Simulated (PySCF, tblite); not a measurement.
Isomers of C4H10ClFSi. Calculated harmonic vibrations of the isolated species, GFN2-xTB (tblite), most abundant isotopes, no scaling. The method is semi-empirical: single wavenumbers can be off by several per cent or more. Modes of hydrogen on silicon can be 10 to 20 % off. One conformer each.

Electronic energies: PBE0/pcSseg-1 single points on the GFN2-xTB geometries (PySCF, gas phase).

| SMILES | electronic energy, lowest = 0 (kJ/mol) |
| --- | --- |
| CCC[SiH2][C@@H](F)Cl | 197.5 |
| CC[C@H](CCl)[SiH2]F | 25.6 |
| CC[Si@](C)(Cl)CF | 0.0 |

How do GFN2-xTB zero-point energies change the relative energies?

```tsv
SMILES	ZPE (kJ/mol)	of it from modes above 1550 cm⁻¹	electronic (kJ/mol)	with ZPE, lowest = 0 (kJ/mol)	lowest mode (cm⁻¹)	rings
CC[Si@](C)(Cl)CF	348.8	179.9	0.0	0.0	46	0
CC[C@H](CCl)[SiH2]F	343.3	171.3	25.6	20.1	47	0
CCC[SiH2][C@@H](F)Cl	338.5	170.2	197.5	187.2	36	0
```

The zero-point energies span 10.3 kJ/mol, from `CCC[SiH2][C@@H](F)Cl` to `CC[Si@](C)(Cl)CF`. The order is unchanged.

And how do the electronic energies of GFN2-xTB itself compare?

`CC[Si@](C)(Cl)CF` 118.4; `CC[C@H](CCl)[SiH2]F` 0.0; `CCC[SiH2][C@@H](F)Cl` 211.8 kJ/mol, lowest = 0. Against the energies above, taken from the same isomer `CC[Si@](C)(Cl)CF`, the largest difference is 144.0 kJ/mol.

What do entropy and thermal enthalpy add at 298.15 K and 1 bar (rigid rotor, harmonic oscillator, one conformer each)?

| SMILES | point group | symmetry number | S (J/(mol K)) | H − H(0) (kJ/mol) | ZPE + H − H(0) − TS (kJ/mol) |
| --- | --- | --- | --- | --- | --- |
| CC[Si@](C)(Cl)CF | C1 | 1 | 438.3 | 31.41 | 249.6 |
| CC[C@H](CCl)[SiH2]F | C1 | 1 | 415.4 | 28.37 | 247.8 |
| CCC[SiH2][C@@H](F)Cl | C1 | 1 | 428.5 | 29.51 | 240.3 |
